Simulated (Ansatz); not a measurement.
Cd2Cl2⁺ (the lowest doublet isomer of a short search) was relaxed with PBE-D4 (def2-SVP) in Ansatz in these states: charge +1 doublet, charge +1 quartet. The geometries follow in no particular order.

In the def2 sets Cd takes a core potential; there is no spin–orbit coupling.

A:

```xyz
4

Cd   -1.105    0.115   -0.226
Cd    3.185   -0.320    0.628
Cl    0.649   -0.598    1.242
Cl   -2.730    0.804   -1.644
```

B:

```xyz
4

Cd    1.0932    1.3898    2.0475
Cd   -1.1996   -1.7907   -1.6299
Cl    0.9434   -0.6192   -0.7865
Cl   -0.8369    1.0200    0.3689
```

Judge from the bond lengths which geometry belongs to which state (an estimate).

A is the charge +1 doublet (Cd1–Cl3 2.396 Å, Cd1–Cl4 2.264 Å, Cd2–Cl3 2.624 Å); B is the charge +1 quartet (Cd1–Cl3 3.477 Å, Cd1–Cl4 2.584 Å, Cd2–Cl3 2.584 Å).

At PBE0-D4/def2-TZVP a doublet lies 2.53 eV below the charge +1 quartet. In the quartet, Cl3 and Cl4 lie 2.68 Å apart (atoms count from 1), so these atoms are partly bonded to each other. These are the stationary points nearest to one start from a short search; other shapes may lie lower in each state.
